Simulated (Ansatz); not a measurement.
Species: trichloro(methoxy)germane, CH$_{3}$Cl$_{3}$GeO, net charge 0, singlet state. SMILES: C[O][Ge]([Cl])([Cl])[Cl]
Coordinates optimised at B3LYP-D3(BJ)/def2-TZVP (Ansatz, a quantum-chemistry and plane-wave program):
```
O
C 1 1.4314
H 2 1.0887 1 106.51
H 2 1.0925 3 109.12 1 -120.23
H 2 1.0925 3 109.12 4 -119.54
Ge 1 1.7521 2 119.99 3 180.00
Cl 6 2.1257 1 106.67 2 180.00
Cl 6 2.1453 1 110.54 2 -59.81
Cl 6 2.1453 1 110.54 2 59.81
```

Property: vertical triplet-singlet gap (E(triplet) - E(singlet); each state is the SCF solution reached for its spin), in kJ/mol. Valence correlation only, unless marked. UHF or UKS for open shells. Spin-orbit coupling is left out. The frozen core is the preceding noble-gas configuration, with the filled d and f shells of earlier blocks. No relativistic terms. CBS marks a two-point X^-3 extrapolation of the correlation energy; Hartree-Fock from the larger set. The bracket is a focal-point correction in the basis named.

| level | program | vertical triplet-singlet gap (kJ/mol) |
|---|---|---|
| SVWN5/def2-TZVPD | Ansatz | 459.9 |
| PBE/def2-TZVPD | Ansatz | 468.0 |

**Question.** What does RI-MP2/CBS(def2-TZVPPD,def2-QZVPPD)+[CCSD(T)-MP2]/def2-TZVPPD (Ansatz) give?

**Answer.** 627.6 kJ/mol
